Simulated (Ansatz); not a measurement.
Geometry optimisation, UKS B3LYP-D4/def2-SVP in Ansatz 0.2.0.

Input:

```yaml
crystal:
  periodic: [false, false, false]
  atoms:
    - { symbol: B, position_ang: [-0.3277, 0.6551, -0.5401] }
    - { symbol: Cl, position_ang: [1.0839, -0.5337, -1.6834] }
    - { symbol: F, position_ang: [-1.5497, 0.506, -1.0013] }
    - { symbol: F, position_ang: [0.1463, 1.8661, -0.3471] }
    - { symbol: H, position_ang: [0.8781, -1.0266, -0.01] }
    - { symbol: "N", position_ang: [0.0323, -0.4434, 0.842] }
    - { symbol: H, position_ang: [-0.7396, -1.0337, 1.1138] }
    - { symbol: H, position_ang: [0.4763, 0.0101, 1.626] }
magnetization:
  spin_polarized: true
basis:
  gaussian: { orbitals: def2-SVP }
hamiltonian:
  xc: b3lyp
  dispersion: d4
relax:
  f_tol: 0.15
  max_steps: 25
  restrain:
    - { distance: [0, 5], at: 2.85, k: 30.0 }
    - { distance: [4, 1], at: 2.63, k: 30.0 }
    - { distance: [0, 1], at: 1.86, k: 30.0 }
    - { distance: [4, 5], at: 1.02, k: 30.0 }
output:
  orbitals: {}
```

Run as:

```bash
$ ansatz run input.yaml --threads 2 --pin off --max-ram 3072MiB --backend cpu --events-out ev --progress --plain --runs-dir out
```

Task: Where does it end, and by what steps?

Result: The run converged. The restraints hold the end off the free minimum. After 5 steps the energy has fallen by 0.513 eV (the restraints' own energy left out); N6 moved furthest, 0.63 Å. Joined: H5–N6 (1.33 → 1.02 Å).

| step | energy less start (eV) | largest force component (eV/Å) | accepted |
| --- | --- | --- | --- |
| 0 | 0.0000 | 3.995 | yes |
| 1 | -0.2290 | 4.436 | yes |
| 2 | -0.3659 | 1.584 | yes |
| 3 | -0.4046 | 1.016 | yes |
| 4 | -0.3195 | 1.634 | yes |
| 5 | -0.5130 | 0.775 | yes |

```xyz
8
Properties=species:S:1:pos:R:3
B -0.260 0.793 -1.000
Cl 0.915 -0.199 -1.973
F -1.541 0.521 -1.058
F 0.154 1.887 -0.408
H 0.805 -1.164 0.475
N 0.228 -0.875 1.259
H -0.762 -1.008 1.094
H 0.461 0.046 1.609
```

The run took 16 s on 2 threads of Intel(R) Xeon(R) Platinum 8488C (Sapphire Rapids), on a shared host, peak memory 0.27 GiB.
